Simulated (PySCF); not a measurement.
Be(Cl)(SH) (BeClHS), SMILES [SH][Be][Cl].

Coordinates come from a r2SCAN-D4/def2-TZVP optimisation. One conformer was computed; it need not be the lowest.

Calculation: PySCF 2.14.0 with TDA-ωB97X/def2-TZVPD.

Vertical excitations. Gas-phase values at a fixed geometry. State labels are in the subgroup Cs.

Computed excitation energies, oscillator strengths and character:
| state | symmetry | energy (eV) | λ (nm) | f | main pairs |
|---|---|---|---|---|---|
| S1 | A" | 5.96 | 208 | 0.002 | HOMO→LUMO+1 65 %, HOMO→LUMO+4 14 %, HOMO→LUMO 14 % |
| S2 | A" | 6.42 | 193 | 0.059 | HOMO→LUMO 68 %, HOMO→LUMO+1 17 % |
| S3 | A' | 7.24 | 171 | 0.109 | HOMO→LUMO+2 55 %, HOMO→LUMO+5 22 %, HOMO−1→LUMO+1 11 % |
| S4 | A" | 7.29 | 170 | 0.013 | HOMO→LUMO+8 38 %, HOMO→LUMO+7 11 %, HOMO→LUMO+4 9 %, HOMO→LUMO+6 8 % |
| S5 | A' | 7.84 | 158 | 0.001 | HOMO−1→LUMO 34 %, HOMO−1→LUMO+1 29 %, HOMO−2→LUMO 7 %, HOMO−1→LUMO+4 7 % |
| S6 | A" | 8.05 | 154 | 0.000 | HOMO−3→LUMO+1 83 % |
| S7 | A' | 8.27 | 150 | 0.014 | HOMO−2→LUMO+1 46 %, HOMO−1→LUMO 19 %, HOMO−3→LUMO+2 12 % |
| S8 | A" | 8.29 | 149 | 0.060 | HOMO→LUMO+3 48 %, HOMO−3→LUMO 19 %, HOMO→LUMO+6 14 % |
| S9 | A' | 8.30 | 149 | 0.218 | HOMO−1→LUMO+1 27 %, HOMO−1→LUMO 25 %, HOMO−2→LUMO+1 8 %, HOMO−3→LUMO+2 7 % |
| S10 | A" | 8.46 | 147 | 0.008 | HOMO−1→LUMO+2 28 %, HOMO−3→LUMO 15 %, HOMO→LUMO+6 13 %, HOMO−1→LUMO+5 10 % |
| T1 | A" | 5.64 | 220 | 0 | HOMO→LUMO+1 45 %, HOMO→LUMO 22 %, HOMO→LUMO+4 16 % |
| T2 | A" | 6.26 | 198 | 0 | HOMO→LUMO 51 %, HOMO→LUMO+1 31 % |
| T3 | A' | 6.41 | 194 | 0 | HOMO→LUMO+2 65 %, HOMO→LUMO+5 23 % |
| T4 | A" | 6.99 | 177 | 0 | HOMO→LUMO+8 35 %, HOMO→LUMO 12 %, HOMO→LUMO+7 10 %, HOMO→LUMO+1 8 % |
Triplets are in the Tamm–Dancoff approximation.
